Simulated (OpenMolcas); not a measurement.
## Multiconfigurational calculation on Er3+

Input:

```
&GATEWAY
Coord
1

Er 0.0 0.0 0.0
Basis=ANO-RCC-VDZ
Group=XYZ
NoMove
AngMom=0.0 0.0 0.0
AMFI
RX2C
&SEWARD
&RASSCF
FileOrb=start.orb
Symmetry=2
Spin=4
nActEl=11 0 0
Inactive=15 12
Ras2=0 7
CIRoot=21 21 1
SDav=35
CIMx=300
Iter=120 100
PrWF=0.3
OrbListing=Nothing
MaxOrb=0
Atom
>>> COPY $Project.JobIph JOB001
&RASSCF
FileOrb=start.orb
Symmetry=2
Spin=2
nActEl=11 0 0
Inactive=15 12
Ras2=0 7
CIRoot=20 20 1
SDav=112
CIMx=300
Iter=120 100
PrWF=0.3
OrbListing=Nothing
MaxOrb=0
Atom
>>> COPY $Project.JobIph JOB002
&RASSI
NrOfJobIphs=2 21 20
1 2 3 4 5 6 7 8 9 10 11 12 13 14 15 16 17 18 19 20 21
1 2 3 4 5 6 7 8 9 10 11 12 13 14 15 16 17 18 19 20
IphNames
JOB001
JOB002
EJob
SpinOrbit
DIPRint=1.0
SOCoupling=1000.0
Subsets=2
MEES
Property=10
'ANGMOM' 1 'ANGMOM' 2 'ANGMOM' 3 'MLTPL  1' 1 'MLTPL  1' 2 'MLTPL  1' 3
'AMFI' 1 'AMFI' 2 'AMFI' 3 'MLTPL  2' 6
SOProperty=3
'ANGMOM' 1 'ANGMOM' 2 'ANGMOM' 3
```

Launched by
```bash
OMP_NUM_THREADS=1 MOLCAS_MEM=2252 MOLCAS_PROJECT=a pymolcas a.inp > a.log  # once for each step of the input, in one work folder
```

A driver script runs the steps one by one and writes start.orb anew before each from the orbitals found so far.

Output, cut to the results:

```
--- SEWARD ---
Basis set label: ER.ANO-RCC...7S6P4D2F.

      Electronic valence basis set:
      ------------------
      Associated Effective Charge  68.000000 au
      Associated Actual Charge     68.000000 au
      Nuclear Model: Point charge

      Shell  nPrim  nBasis  Cartesian Spherical Contaminant
         s      25       7        X
         p      22       6        X
         d      15       4                 X
         f      11       2                 X
RX2C
                  Relativistic X2C integrals
                  Atomic mean-field integrals
--- RASSCF ---
Wave function specifications:
      -----------------------------

      Number of closed shell electrons          54
      Number of electrons in active shells      11
      Max number of holes in RAS1 space          0
      Max nr of electrons in RAS3 space          0
      Number of inactive orbitals               27
      Number of active orbitals                  7
      Number of secondary orbitals              25
      Spin quantum number                      1.5
      State symmetry                             2
Orbital specifications:
      -----------------------

      Symmetry species                           1   2
                                                ag  au
      Frozen orbitals                            0   0
      Inactive orbitals                         15  12
      Active orbitals                            0   7
      RAS1 orbitals                              0   0
      RAS2 orbitals                              0   7
      RAS3 orbitals                              0   0
      Secondary orbitals                        12  13
      Deleted orbitals                           0   0
      Number of basis functions                 27  32
      Number of CSFs                            35
      Number of root(s) required                21
      Iter CI   SX   CI       RASSCF       Energy    max ROT     max BLB   max BLB  Level Ln srch  Step   QN
          iter iter root      energy       change     param      element    value   shift minimum  type update
 Nr of preliminary CI iterations:   1
      Total energies have been shifted. Add               -13000.00 au
        1   1    2    0   -80.66992726    0.00E+00   9.23E-04   19  32 2  4.53E-03*  0.00   0.00    SX    NO
        2   1    5    0   -80.66993157   -4.31E-06*  7.88E-04   19  32 2 -3.87E-03*  0.00   0.00    SX    NO
        3   1    5    0   -80.66992627    5.30E-06* -9.69E-04   19  32 2  4.76E-03*  0.00   0.00    SX    NO
        4   1    5    0   -80.66991877    7.50E-06*  1.13E-03   19  32 2 -5.57E-03*  0.00   0.00    SX    NO
        5   1    5    0   -80.66990828    1.05E-05*  9.30E-04   19  32 2  6.56E-03*  0.00   0.46    SX   YES
        6   1    5    0   -80.66993588   -2.76E-05*  3.16E-04   19  32 2 -3.38E-03*  0.00   0.66    QN   YES
        7   1    3    0   -80.66994585   -9.97E-06* -2.47E-07   10  23 2  2.18E-06   0.00   1.00    QN   YES
        8   1    2    0   -80.66994585    1.27E-11   1.53E-08   10  23 2  1.27E-07   0.00   0.09    QN   YES
      Convergence after  8 iterations
        9   1    2    0   -80.66994585   -5.46E-12   1.53E-08   10  23 2  4.13E-08   0.00   0.09    QN   YES
      Natural orbitals and occupation numbers for root  1
      sym 2:   1.127113   1.354077   1.949497   1.895934   1.289733   1.727512   1.656135
      Natural orbitals and occupation numbers for root  2
      sym 2:   1.301473   1.856165   1.354705   1.702885   1.214501   1.818388   1.751883
      Natural orbitals and occupation numbers for root  3
      sym 2:   1.756658   1.288506   1.966908   1.721052   1.094181   1.912462   1.260233
::    RASSCF root number  1 Total energy: -13080.70147666
::    RASSCF root number  2 Total energy: -13080.70147666
::    RASSCF root number  3 Total energy: -13080.70147666
::    RASSCF root number  4 Total energy: -13080.70147666
::    RASSCF root number  5 Total energy: -13080.70147666
::    RASSCF root number  6 Total energy: -13080.70147666
::    RASSCF root number  7 Total energy: -13080.70147666
::    RASSCF root number  8 Total energy: -13080.70147666
::    RASSCF root number  9 Total energy: -13080.70147666
::    RASSCF root number 10 Total energy: -13080.70147666
::    RASSCF root number 11 Total energy: -13080.70147666
::    RASSCF root number 12 Total energy: -13080.70147666
::    RASSCF root number 13 Total energy: -13080.70147666
::    RASSCF root number 14 Total energy: -13080.61870829
...
--- RASSI ---
SPIN-FREE ENERGIES:
  (Shifted by EMIN (a.u.) =     -13080.7014766636)

 SF State       Relative EMIN(au)   Rel lowest level(eV)    D:o, cm**(-1)      L_eff

     1             0.0000000000        0.0000000000              0.0000         6.0
     2             0.0000000000        0.0000000000              0.0000         6.0
     3             0.0000000000        0.0000000000              0.0000         6.0
     4             0.0000000000        0.0000000000              0.0000         6.0
     5             0.0000000000        0.0000000000              0.0000         6.0
     6             0.0000000000        0.0000000000              0.0000         6.0
     7             0.0000000000        0.0000000000              0.0000         6.0
     8             0.0000000000        0.0000000000              0.0000         6.0
     9             0.0000000000        0.0000000000              0.0000         6.0
    10             0.0000000000        0.0000000000              0.0000         6.0
    11             0.0000000000        0.0000000000              0.0000         6.0
    12             0.0000000000        0.0000000000              0.0000         6.0
    13             0.0000000000        0.0000000000              0.0000         6.0
    22             0.0813075122        2.2124901189          17844.9363         5.0
    23             0.0813075122        2.2124901189          17844.9363         5.0
    24             0.0813075122        2.2124901189          17844.9363         5.0
    25             0.0813075122        2.2124901189          17844.9363         5.0
    26             0.0813075122        2.2124901189          17844.9363         5.0
    27             0.0813075122        2.2124901189          17844.9363         5.0
    28             0.0813075122        2.2124901189          17844.9363         5.0
    29             0.0813075122        2.2124901189          17844.9363         5.0
...
```

Levels above the lowest, from the spin-orbit matrix, grouped by J:

```json
{"Configuration": "4f11", "Term": "4I*", "J": "15/2", "E (cm-1)": "0.0", "Measured (cm-1)": "0.0", "g": "1.200", "Term weight %": "100", "Second": ""}
{"Configuration": "4f11", "Term": "4I*", "J": "13/2", "E (cm-1)": "6153", "Measured (cm-1)": "6508", "g": "1.108", "Term weight %": "100", "Second": ""}
{"Configuration": "4f11", "Term": "4I*", "J": "11/2", "E (cm-1)": "10133", "Measured (cm-1)": "10172", "g": "0.978", "Term weight %": "90", "Second": "10 2H*"}
{"Configuration": "4f11", "Term": "4I*", "J": "9/2", "E (cm-1)": "12731", "Measured (cm-1)": "12469", "g": "0.793", "Term weight %": "74", "Second": "19 2H*"}
{"Configuration": "4f11", "Term": "4F*", "J": "9/2", "E (cm-1)": "18328", "Measured (cm-1)": "15405", "g": "1.212", "Term weight %": "64", "Second": "24 2G*"}
```

Against the 4 measured excited levels shown (the list in Tchang-Brillet, Wyart, Meftah and Ait Mammar, Atoms 6, 52 (2018)) the mean absolute deviation is 890 cm-1; the largest miss in energy is 4f11 4F* 9/2 [64 %]: computed 18328, measured 15405 cm-1 (+19.0 %).

High states are left out of the spin-orbit mixing, which shifts the levels that they would mix with. Without dynamic correlation excited terms often stand tens of per cent too high (terms of higher spin than the ground term too low), and those without a measured partner can miss by more than the paired ones. Some levels mix across a computed gap that differs much from the measured one, so their mixing is not that of the real levels. The basis is small and was not contracted for so high a charge. Measured partners are found by configuration, term and J. A level has none where our copy of the source lacks it or the pairing is in doubt (some pairs that miss far off the trend of their configuration count as doubtful), and it then counts in no deviation. Levels of configurations outside the active space are missing. The first state left out of the spin-orbit step lies near 27000 cm-1 above the lowest spin-free state of the reference (among the parities and spins computed), and the list stops at four fifths of that energy or lower.

The term weight is that of the spin-free term in the level, not the purity of its configuration. A share in square brackets marks a mixed level and gives the weight of the term that names it. * marks odd parity.
